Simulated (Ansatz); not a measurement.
Basis-set series for `[O][Si](O)(Cl)Cl` radical. Charge 0, multiplicity 2. Geometry: relaxed with PBE0-D4/def2-TZVP. It is one conformer, not always the lowest.

| functional | basis | functions | energy (Eh) | HOMO (eV) | LUMO (eV) |
| --- | --- | --- | --- | --- | --- |
| PBE0-D4 | def2-SVP | 87 | -1359.97565 | -9.22 | -5.12 |
| PBE0-D4 | def2-TZVPP | 202 | -1360.59907 | -9.40 | -5.28 |
| ωB97M-V | def2-SVP | 87 | -1360.45557 | -11.53 | -2.85 |
| ωB97M-V | def2-TZVPP | 202 | -1361.07835 | -11.74 | -3.10 |

(1) Give the rows for def2-QZVPP. (Estimate.)

Results:

(1) Computed: 
```
functional       basis  functions  energy (Eh)  HOMO (eV)  LUMO (eV)
   PBE0-D4  def2-QZVPP        354  -1360.64467      -9.45      -5.33
   ωB97M-V  def2-QZVPP        354  -1361.12139     -11.80      -3.16
```

HOMO and LUMO are taken over both spins.
